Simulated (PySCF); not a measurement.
Cartesian coordinates (Å):
```xyz
8

Ti    -0.1220    -0.2191     0.2813
Cl     0.4678    -2.3401     0.6709
O     -1.7584    -0.1759    -0.4408
H     -2.0126    -0.0034    -1.3659
O      1.0453     0.5221    -0.8547
H      1.7424     1.1773    -0.6672
O     -0.1182     0.6911     1.8212
H     -0.8704     1.0233     2.3445
```
Charge 0, spin multiplicity 1.

Task: What is the computed dipole moment, charge on the central atom (Mulliken), HOMO–LUMO gap, charge on the central atom (meta-Löwdin), total energy, LUMO and HOMO (TPSSh-D3(BJ)/def2-TZVP // BP86-D3(BJ)/def2-SVP in PySCF)?

Result: 
The dipole moment is 0.753 e·Å and the charge on the central atom (Mulliken) is 1.42 e. The HOMO–LUMO gap comes out as 5.41 eV. The charge on the central atom (meta-Löwdin) is 1.38 e. The total energy comes out as -1537.5440 Ha and the LUMO is -2.45 eV. The HOMO is -7.87 eV.
